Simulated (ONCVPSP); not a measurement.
**Pseudopotential generation for Bi: ONCV, PBE, fully relativistic.**

| Quantity | Value |
| --- | --- |
| Element | Bi (Z = 83) |
| Generator | ONCVPSP 4.0.1 |
| Type | optimised norm-conserving Vanderbilt (ONCV) |
| Functional | PBE |
| Relativity | fully relativistic |
| Frozen core | [Xe] 4f14 5d10 |
| Valence charge | 5 |
| Reference configuration | 6s2 6p2.5 (charge +0.5) |
| Partial waves | 6s: rc 1.55 bohr, ncon 4, nbas 8, qcut 5.5 1/bohr, 3 projectors, debl 3.5 Ha; 6p: rc 1.95 bohr, ncon 3, nbas 6, qcut 4.8 1/bohr, 2 projectors, debl 1.8 Ha; d scattering state at 0.29 Ha: rc 1.90 bohr, ncon 4, nbas 7, qcut 5.5 1/bohr, 2 projectors, debl 3.9 Ha |
| Local potential | polynomial inside 1.10 bohr (lpopt 2, dvloc0 2 Ha) |
| Core correction | none |

Open shells are filled in proportion to 2j + 1.

Q: Does this generation succeed?

A: No. ONCVPSP 4.0.1 stopped with "optimize: ERROR ps0norm > uunorm, code will stop": the continuity conditions at rc already need more norm inside rc than the all-electron wave has, so norm conservation cannot be met. It happened in the s channel.
